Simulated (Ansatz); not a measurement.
Zn(Me)2 (C₂H₆Zn), SMILES [CH3][Zn][CH3]. Atoms are numbered in the order given.

```xyz
9

Zn     0.0000     0.0000    -0.0085
C      1.9565    -0.0001    -0.0085
H      2.3574    -0.5251     0.8748
H      2.3574     1.0274     0.0045
H      2.3573    -0.5025    -0.9049
C     -1.9565     0.0001    -0.0085
H     -2.3574    -1.0274     0.0045
H     -2.3573     0.5025    -0.9049
H     -2.3574     0.5251     0.8748
```
Charge 0, spin multiplicity 1.

Coordinates come from a B3LYP-D3(BJ)/def2-SVP optimisation. The isomer is the one that the SMILES or the coordinates give; other isomers of the formula were not compared.

Two levels are set side by side: PBE-D3(BJ)/def2-SVP (Ansatz, an electronic-structure program) and B3LYP-D3(BJ)/def2-SVP (Ansatz). Each level has its own optimised geometry; the coordinates shown are those of the second. Differences are taken from unrounded values.

```
quantity              B3LYP-D3(BJ)  PBE-D3(BJ)  PBE-D3(BJ) minus B3LYP-D3(BJ)
--------------------  ------------  ----------  -----------------------------
mean bond length (Å)         1.316       1.319                          0.003
bond Zn1–C2 (Å)              1.957       1.947                         -0.009
bond Zn1–C6 (Å)              1.957       1.947                         -0.009
bond C2–H3 (Å)               1.103       1.110                          0.007
bond C2–H4 (Å)               1.103       1.110                          0.007
bond C2–H5 (Å)               1.103       1.110                          0.007
bond C6–H7 (Å)               1.103       1.110                          0.007
bond C6–H8 (Å)               1.103       1.110                          0.007
bond C6–H9 (Å)               1.103       1.110                          0.007
```

Here PBE gives about what the other level gives.
